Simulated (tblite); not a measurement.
Record of a relaxation.

C₅H₈F₂Ge.
Bonds: C1–C2 (double), C2–C3, C3–C4, C4–C5 (double), C4–Ge6, Ge6–F7, Ge6–F8. Hydrogens: H9, H10 on C1; H11 on C2; H12, H13 on C3; H14, H15 on C5; H16 on Ge6.

Computed with GFN2-xTB (tblite), gas phase: L-BFGS steps from a force-field or distance-geometry start until the largest atomic force falls under 0.01 eV/Å. 9 of its 143 geometries are shown.

Step 0: E = -712.5949 eV, largest atomic force 2.484 eV/Å
```
atom  x, y, z in Å  |  force x, y, z in eV/Å
C1     -2.086    0.802    0.521   -0.447  -0.490   0.194
C2     -1.774   -0.433    0.144   -0.178   0.498   0.319
C3     -0.592   -0.716   -0.747   -0.539  -0.222  -0.728
C4      0.703   -0.427   -0.059    0.275  -1.833   1.653
C5      1.139   -1.234    0.940   -0.359   0.899  -1.084
Ge6     1.759    1.086   -0.580   -0.285   0.438  -0.500
F7      1.966    2.163    0.793    0.224  -0.050  -0.242
F8      3.345    0.543   -1.124   -0.122   0.299   0.165
H9     -1.511    1.655    0.180   -0.154  -0.074   0.135
H10    -2.951    0.973    1.176    0.617   0.089  -0.418
H11    -2.374   -1.272    0.505    0.324   0.217  -0.200
H12    -0.695   -0.091   -1.663    0.165  -0.244   0.407
H13    -0.630   -1.774   -1.064    0.124   0.382   0.099
H14     0.565   -2.096    1.243    0.136   0.028   0.086
H15     2.078   -1.020    1.436   -0.187  -0.124   0.015
H16     1.051    1.851   -1.712    0.407   0.187   0.100
```

Step 18: E = -712.8140 eV, largest atomic force 0.059 eV/Å
```
atom  x, y, z in Å  |  force x, y, z in eV/Å
C1     -2.097    0.798    0.513    0.028  -0.006   0.011
C2     -1.788   -0.431    0.146   -0.013   0.012   0.007
C3     -0.628   -0.760   -0.758   -0.031   0.011   0.018
C4      0.669   -0.517   -0.034   -0.002   0.001  -0.013
C5      1.129   -1.276    0.947   -0.015   0.000   0.016
Ge6     1.685    1.088   -0.607   -0.006   0.046  -0.037
F7      2.044    2.180    0.706   -0.003  -0.022   0.010
F8      3.313    0.674   -1.085   -0.005  -0.002   0.020
H9     -1.532    1.652    0.169   -0.014  -0.009  -0.014
H10    -2.917    1.002    1.180    0.013   0.015  -0.023
H11    -2.364   -1.270    0.513    0.019  -0.003   0.009
H12    -0.669   -0.119   -1.644   -0.008  -0.030  -0.019
H13    -0.687   -1.801   -1.079    0.018   0.011   0.016
H14     0.601   -2.151    1.289   -0.010  -0.039  -0.009
H15     2.051   -1.041    1.455    0.023   0.007  -0.008
H16     1.183    1.982   -1.724    0.007   0.008   0.015
```

Step 36: E = -712.8224 eV, largest atomic force 0.115 eV/Å
```
atom  x, y, z in Å  |  force x, y, z in eV/Å
C1     -2.079    0.825    0.475   -0.005  -0.003  -0.015
C2     -1.780   -0.424    0.169   -0.010   0.043   0.003
C3     -0.646   -0.798   -0.752   -0.062   0.002   0.009
C4      0.660   -0.517   -0.061   -0.023   0.011   0.001
C5      1.150   -1.281    0.900   -0.025   0.007  -0.038
Ge6     1.651    1.117   -0.586    0.000   0.043  -0.048
F7      2.006    2.133    0.786   -0.019   0.003   0.003
F8      3.280    0.680   -1.027    0.024   0.009  -0.011
H9     -1.537    1.660    0.057   -0.005  -0.019  -0.007
H10    -2.877    1.065    1.156    0.004   0.018  -0.006
H11    -2.335   -1.241    0.610    0.042   0.020  -0.016
H12    -0.713   -0.215   -1.675    0.012   0.000   0.009
H13    -0.708   -1.858   -1.004    0.012  -0.004  -0.015
H14     0.636   -2.175    1.214    0.029  -0.092   0.063
H15     2.070   -1.037    1.405    0.035  -0.004   0.017
H16     1.216    2.076   -1.679   -0.008  -0.033   0.052
```

Step 53: E = -712.8522 eV, largest atomic force 0.294 eV/Å
```
atom  x, y, z in Å  |  force x, y, z in eV/Å
C1     -2.044    0.980    0.252    0.083  -0.115  -0.113
C2     -1.734   -0.307    0.248    0.007   0.144  -0.017
C3     -0.699   -0.895   -0.678   -0.037   0.032  -0.019
C4      0.653   -0.629   -0.082    0.048  -0.077   0.091
C5      1.304   -1.431    0.745   -0.067  -0.003  -0.060
Ge6     1.510    1.119   -0.458   -0.007   0.077   0.087
F7      1.736    1.952    1.061    0.013   0.051  -0.016
F8      3.190    0.850   -0.867   -0.067   0.027  -0.015
H9     -1.612    1.667   -0.475   -0.099  -0.171   0.218
H10    -2.742    1.405    0.956    0.035  -0.054  -0.092
H11    -2.175   -1.001    0.958    0.084   0.184  -0.051
H12    -0.753   -0.405   -1.652   -0.068   0.028  -0.081
H13    -0.865   -1.965   -0.814    0.053   0.001   0.077
H14     0.944   -2.409    1.017   -0.084  -0.058   0.030
H15     2.239   -1.123    1.186    0.080  -0.039  -0.023
H16     1.043    2.201   -1.409    0.025  -0.027  -0.017
```

Step 71: E = -712.9013 eV, largest atomic force 0.105 eV/Å
```
atom  x, y, z in Å  |  force x, y, z in eV/Å
C1     -2.021    1.088    0.021   -0.006  -0.079  -0.030
C2     -1.632   -0.143    0.306    0.003   0.105   0.001
C3     -0.707   -0.946   -0.561   -0.014   0.016   0.021
C4      0.688   -0.714   -0.057    0.032  -0.021   0.017
C5      1.423   -1.621    0.563   -0.007   0.023  -0.009
Ge6     1.380    1.141   -0.263    0.052   0.006  -0.002
F7      1.517    1.924    1.296    0.003  -0.030  -0.037
F8      3.072    1.080   -0.716   -0.039  -0.014   0.046
H9     -1.754    1.565   -0.911   -0.038  -0.036   0.018
H10    -2.651    1.660    0.681    0.014  -0.030   0.012
H11    -1.906   -0.610    1.243   -0.020   0.035  -0.024
H12    -0.770   -0.612   -1.600   -0.055   0.009   0.007
H13    -0.951   -2.009   -0.506    0.016   0.029  -0.019
H14     1.066   -2.627    0.727    0.031  -0.004  -0.009
H15     2.413   -1.390    0.925    0.010  -0.003   0.008
H16     0.825    2.221   -1.160    0.020  -0.004  -0.001
```

Step 89: E = -712.9201 eV, largest atomic force 0.046 eV/Å
```
atom  x, y, z in Å  |  force x, y, z in eV/Å
C1     -2.099    1.107   -0.121   -0.004  -0.006   0.007
C2     -1.570   -0.009    0.352   -0.006   0.003   0.018
C3     -0.732   -0.949   -0.462    0.004   0.004  -0.008
C4      0.700   -0.747   -0.060    0.019  -0.024  -0.021
C5      1.508   -1.689    0.397   -0.007   0.006  -0.022
Ge6     1.366    1.123   -0.156    0.002   0.019   0.016
F7      1.385    1.839    1.437   -0.021  -0.003  -0.006
F8      3.086    1.091   -0.461   -0.004  -0.007  -0.006
H9     -2.014    1.387   -1.160    0.000  -0.042   0.019
H10    -2.666    1.772    0.505   -0.012   0.018   0.011
H11    -1.671   -0.268    1.398   -0.023   0.005  -0.038
H12    -0.848   -0.717   -1.525    0.014  -0.003   0.015
H13    -1.025   -1.988   -0.290    0.020   0.041   0.009
H14     1.197   -2.719    0.489   -0.010   0.007   0.023
H15     2.523   -1.459    0.683    0.009  -0.024  -0.011
H16     0.852    2.236   -1.038    0.019   0.006  -0.005
```

Step 106: E = -712.9234 eV, largest atomic force 0.017 eV/Å
```
atom  x, y, z in Å  |  force x, y, z in eV/Å
C1     -2.148    1.096   -0.149    0.002   0.010   0.003
C2     -1.555    0.035    0.370    0.008   0.006  -0.006
C3     -0.731   -0.934   -0.422    0.003   0.001  -0.006
C4      0.714   -0.747   -0.064   -0.006  -0.004  -0.008
C5      1.528   -1.708    0.337    0.004  -0.007   0.001
Ge6     1.385    1.123   -0.134    0.001  -0.002  -0.006
F7      1.328    1.825    1.464   -0.004   0.007   0.003
F8      3.115    1.078   -0.373    0.003   0.003   0.006
H9     -2.120    1.300   -1.208    0.001   0.000   0.001
H10    -2.708    1.787    0.456   -0.008   0.000  -0.001
H11    -1.602   -0.157    1.433   -0.004  -0.013   0.011
H12    -0.864   -0.738   -1.490   -0.001  -0.001  -0.001
H13    -1.031   -1.963   -0.213   -0.001   0.004   0.008
H14     1.202   -2.733    0.427    0.004   0.003   0.000
H15     2.560   -1.504    0.580   -0.003  -0.002  -0.001
H16     0.919    2.249   -1.024    0.001  -0.002  -0.004
```

Step 124: E = -712.9240 eV, largest atomic force 0.017 eV/Å
```
atom  x, y, z in Å  |  force x, y, z in eV/Å
C1     -2.145    1.098   -0.130    0.007   0.003  -0.004
C2     -1.560    0.026    0.373    0.000  -0.011   0.000
C3     -0.730   -0.932   -0.428    0.011   0.002  -0.002
C4      0.716   -0.745   -0.070    0.008   0.009   0.012
C5      1.526   -1.706    0.342    0.001  -0.003  -0.003
Ge6     1.393    1.121   -0.152   -0.013   0.011   0.001
F7      1.307    1.849    1.434   -0.009   0.001  -0.002
F8      3.128    1.078   -0.352   -0.003  -0.002  -0.004
H9     -2.098    1.330   -1.183   -0.002  -0.009   0.004
H10    -2.718    1.773    0.482    0.006   0.005  -0.002
H11    -1.628   -0.192    1.431    0.005  -0.008   0.000
H12    -0.863   -0.729   -1.494   -0.006   0.003   0.003
H13    -1.024   -1.964   -0.225   -0.011   0.007  -0.002
H14     1.196   -2.729    0.442    0.006   0.000  -0.001
H15     2.558   -1.503    0.585   -0.012  -0.002  -0.001
H16     0.937    2.233   -1.067    0.010  -0.007   0.000
```

Step 142: E = -712.9248 eV, largest atomic force 0.009 eV/Å
```
atom  x, y, z in Å  |  force x, y, z in eV/Å
C1     -2.129    1.101   -0.101    0.000  -0.001   0.000
C2     -1.563    0.011    0.385    0.002   0.001  -0.004
C3     -0.731   -0.933   -0.432    0.004  -0.002  -0.003
C4      0.714   -0.745   -0.072    0.003   0.002  -0.003
C5      1.526   -1.704    0.338   -0.005   0.001   0.008
Ge6     1.387    1.122   -0.167   -0.001  -0.001   0.000
F7      1.230    1.906    1.387   -0.002  -0.005   0.000
F8      3.129    1.067   -0.293   -0.001   0.006   0.003
H9     -2.070    1.353   -1.149    0.000  -0.002   0.000
H10    -2.701    1.770    0.519    0.006   0.001   0.003
H11    -1.641   -0.232    1.436    0.002  -0.001  -0.005
H12    -0.866   -0.712   -1.495   -0.003   0.001   0.003
H13    -1.024   -1.969   -0.247    0.000   0.000   0.003
H14     1.198   -2.729    0.434   -0.002  -0.001   0.003
H15     2.556   -1.500    0.586   -0.003   0.002  -0.008
H16     0.980    2.203   -1.139   -0.001  -0.001   0.000
```

Question: Summarise the path.

Answer: The energy falls by 0.3299 eV from step 0 to step 142; nine tenths of that is first reached at step 66. It rises by more than 0.2 meV at step 50. The largest force goes from 2.484 to 0.009 eV/Å. Among the bonds C4–Ge6 changes most, from 1.918 to 1.987 Å; the atoms move by 0.943 Å rms after alignment.

Question: Follow the three bonds and two angles with the largest change from start to end.

Answer: 
```csv
step,E above end (eV),largest force (eV/Å),C4–Ge6 (Å),C4=C5 (Å),Ge6–H16 (Å),C4–Ge6–H16 (°),F7–Ge6–F8 (°)
0,0.3299,2.484,1.918,1.355,1.539,109.8,108.9
6,0.1362,0.365,1.963,1.322,1.510,119.8,100.0
12,0.1141,0.159,1.986,1.325,1.513,121.1,99.3
19,0.1105,0.040,1.986,1.323,1.513,121.4,99.3
25,0.1082,0.053,1.986,1.323,1.515,122.2,99.1
31,0.1052,0.075,1.988,1.323,1.513,123.6,98.5
37,0.1015,0.111,1.982,1.323,1.517,125.1,99.0
43,0.0947,0.062,1.986,1.323,1.512,127.7,100.0
49,0.0866,0.173,1.985,1.324,1.509,128.1,99.3
56,0.0658,0.397,1.993,1.326,1.521,127.0,98.8
62,0.0409,0.182,1.991,1.324,1.515,126.2,98.6
68,0.0272,0.160,1.988,1.323,1.506,126.2,99.4
74,0.0216,0.063,1.992,1.322,1.512,126.4,99.9
80,0.0168,0.076,1.986,1.323,1.510,128.2,99.7
86,0.0071,0.126,1.989,1.321,1.508,127.5,99.0
93,0.0030,0.034,1.988,1.322,1.510,127.4,99.1
99,0.0020,0.041,1.988,1.322,1.509,127.8,99.3
105,0.0015,0.018,1.987,1.322,1.509,128.2,99.6
111,0.0013,0.011,1.987,1.322,1.509,128.2,99.7
117,0.0012,0.012,1.988,1.322,1.509,128.4,99.7
123,0.0009,0.022,1.987,1.322,1.511,128.0,99.4
130,0.0005,0.025,1.986,1.322,1.509,127.7,99.4
136,0.0002,0.022,1.987,1.322,1.510,127.7,99.6
142,0.0000,0.009,1.987,1.322,1.510,127.8,99.7
```

The cost below is that of the whole relaxation. Hardware: an Arm Neoverse N1 with one thread, shared host. Cost: 1.6 s of wall time.
